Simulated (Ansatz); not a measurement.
Cost and result for the atomization energy of `C[CH]1[CH2][GaH]1` (11 atoms, 11 bonds).

Cartesian coordinates in Å:
```
C -1.237 -0.175 0.752
C -0.034 -0.527 -0.085
C 1.270 0.296 0.137
Ga 0.580 0.408 -1.679
H -2.137 -0.687 0.403
H -1.078 -0.451 1.803
H -1.447 0.899 0.734
H 0.155 -1.601 -0.110
H 1.147 1.175 0.768
H 2.167 -0.258 0.405
H 0.615 0.919 -3.128
```

The species carries charge 0 and has multiplicity 1. Correlated methods include outer-core shells of Ga, which these sets cover unevenly. Scalar relativity is left out up to krypton. The structure was optimised at the PBE0-D4/def2-TZVP level. Program: Ansatz. All runs use 4 threads of an Arm Neoverse V2 on a shared host. Times are those of one run each, without the atoms' runs, and a repeat can differ threefold. Electronic energies, without spin–orbit coupling; frozen cores. CCSD(T)/CBS adds CCSD(T) − MP2 in def2-TZVPP to the MP2 limit, and its time is that of the two runs behind it. T1 = 0.012. With those shells the extrapolation isn't a true limit. B3LYP takes the VWN-RPA correlation (the form of Gaussian; ORCA's B3LYP/G).

CCSD(T)/CBS is a level of theory with its own doubt, some kJ/mol a heavy atom from the limit and from the frozen cores, so smaller differences don't rank the functionals.

```csv
level,functions,wall time,atomization (kJ/mol),difference from CCSD(T)/CBS,per bond
PBE-D4/def2-TZVPP (with forces),239,2.3 s,3929.7,63.1,5.7
PBE0-D4/def2-TZVPP,239,2.6 s,3884.5,17.9,1.6
B3LYP-D4/def2-TZVPP (with forces),239,4 s,3844.9,-21.7,-2.0
r2SCAN-D4/def2-TZVPP (with forces),239,4.5 s,3878.9,12.3,1.1
B2PLYP/def2-TZVPP,239,5 s,3816.3,-50.3,-4.6
ωB97X-V/def2-TZVPP,239,7 s,3866.9,0.3,0.0
ωB97M-V/def2-TZVPP (with forces),239,11 s,3861.1,-5.5,-0.5
MP2/def2-QZVPP,470,21 s,3876.9,10.3,0.9
CCSD(T)/def2-TZVPP,239,120 s,3788.7,-77.9,-7.1
CCSD(T)/CBS(def2),–,2.3 min,3866.6,0.0,0.0
```

The D4 term adds +33.3 kJ/mol with B3LYP and +17.3 kJ/mol with PBE0; it sums over pairs of atoms, weighted by their polarisabilities, and B3LYP, whose exchange is more repulsive, gets the larger term. In def2-TZVPP, CCSD(T) changes the Hartree–Fock value by +952.7 kJ/mol (the triples alone add +54.0 kJ/mol) and MP2 by +995.5 kJ/mol; breaking electron pairs costs correlation energy, which Hartree–Fock lacks. From PBE to PBE0 (25 % exact exchange), in def2-TZVPP and without D4, the atomization energy moves by −41.8 kJ/mol: exact exchange takes away binding that semilocal exchange gives to molecules.
